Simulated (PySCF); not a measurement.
Q: Give a PBE0-D3(BJ)/def2-SVP geometry of `C/C=C1/[C@@H](CC1=C)F`.

A: 
Z-matrix in Å and degrees, rows numbered from 1:
```
C 
C   1  1.3366
C   2  1.5199  1  133.15
C   3  1.5430  2   87.68  1  -161.98
F   4  1.3661  3  116.68  2  -131.37
C   2  1.4754  1  135.86  3  -172.03
C   6  1.3388  2  137.05  1   -28.66
C   7  1.4889  6  125.73  2     5.87
H   1  1.0922  2  121.66  3   174.79
H   1  1.0931  2  120.89  3    -4.34
H   3  1.1017  2  112.01  1    87.80
H   3  1.1001  2  118.32  1   -41.08
H   4  1.1043  3  112.85  2   102.54
H   7  1.0968  6  116.87  2  -172.82
H   8  1.0988  7  111.87  6   -12.55
H   8  1.1041  7  111.00  6   108.03
H   8  1.1017  7  111.04  6  -133.87
```

The 4-membered ring C2–C3–C4–C6 has internal angles of 87.7° to 90.7°; it is puckered, 0.08 Å rms from its mean plane, widest ring torsion 13°. Of the pairs four or more bonds apart, H9···H15 is among the closest relative to their van der Waals radii: 2.34 Å, 97 % of the sum of Bondi's values. The 7 C–C bonds span 1.337 Å (C1=C2, drawn double) to 1.543 Å (C3–C4, drawn single), a spread of 0.206 Å.

Method used: PBE0-D3(BJ)/def2-SVP geometry optimisation, gas phase in PySCF 2.14.0.

Point group: C1 (no symmetry element, even within 0.4 Å). No frequency check. The numbers are those of one conformer (C1–C2–C3–C4 -162°, C2–C3–C4–F5 -131°, C3–C4–C6–C7 -158°, C1–C2–C6–C4 161°).

The run took about 4 min of CPU time (one thread, shared machine). This is the geometry optimisation.
